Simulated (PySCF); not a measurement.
**Correlation energy of Ir (iridium, neutral)**

[Xe] 4f14 5d8 6s1, high-spin 4F determinant (an excited configuration). Calculation: PySCF 2.14, in x2c-TZVPPall (11s7p7d3f1g, 97 functions); scalar relativity by spin-free X2C-1e. Frozen: [Xe] 4f14; 9 electrons correlated.

```
  level  correlation energy (mhartree)
   CCSD                        -228.98
    (T)                          -9.83
CCSD(T)                        -238.81
```

Diagnostics: T1 = 0.012, D1 = 0.0422, largest double amplitude 0.022.

**Question.** Is a single reference adequate?

**Answer.** Yes, within this model without spin-orbit coupling: T1 lies below 0.03 and no double amplitude reaches 0.07.
